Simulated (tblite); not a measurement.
Start geometry of `C=C([SiH3])[SiH2]F` from a force field or distance geometry (Å):
```
atom  x, y, z in Å
C1     0.0111    1.6104    0.1547
C2    -0.0417    0.2928    0.0316
Si3   -1.5853   -0.6022   -0.2505
Si4    1.5496   -0.6098    0.1853
F5     1.7547   -1.8209   -0.9467
H6    -0.8782    2.2471    0.0800
H7     0.9712    2.1045    0.3300
H8    -1.5125   -2.0301    0.0241
H9    -1.9719   -0.3491   -1.6628
H10   -2.7035   -0.0268    0.5520
H11    2.6204    0.3795   -0.0252
H12    1.7872   -1.1962    1.5016
```

Task: What comes out of this run: tblite 0.8.0, GFN2-xTB geometry optimisation, gas phase?

Result: 
```
atom  x, y, z in Å
C1    -0.0516    1.6443    0.4246
C2    -0.0081    0.3551    0.0972
Si3   -1.5948   -0.5918   -0.3290
Si4    1.6336   -0.5685    0.0637
F5     1.4873   -1.7684   -1.0050
H6    -0.9791    2.1969    0.4633
H7     0.8332    2.2153    0.6687
H8    -1.7196   -1.7315    0.5840
H9    -1.5246   -1.0563   -1.7144
H10   -2.7390    0.3100   -0.1627
H11    2.7384    0.2356   -0.4397
H12    1.9256   -1.2414    1.3234
```

The energy falls by 30.9 kJ/mol over 83 L-BFGS steps, the largest force on an atom goes from 2.69 to 0.007 eV/Å, and the atoms move by 0.459 Å rms after alignment. The bond that changes most is C2–Si3 (fully substituted alkene carbon to SiH3 silicon), which lengthens by 0.090 Å. Bonds longer at the end by more than 0.005 Å: 4 of 11; shorter: 6. Among the angles that change most is H11–Si4–H12, from 106.3° to 113.7°. Among the dihedrals that turn most is Si4–C2–Si3–H9, from -107° to -63°. Rotational constants go from 4309, 2069, 1510 to 4079, 2184, 1504 MHz. The orientation of the end geometry is arbitrary; only internal coordinates are fixed.

The run took 0.42 s on one thread, Arm Neoverse V1 (aarch64) (shared host).

Its GFN2-xTB frequencies are all real (lowest 17 cm⁻¹). The numbers are those of one conformer. 3 starts were optimised and ended at 0.00, 0.25 and 0.25 kcal/mol (GFN2-xTB); the lowest of these is shown.

All values are computed, not measured.
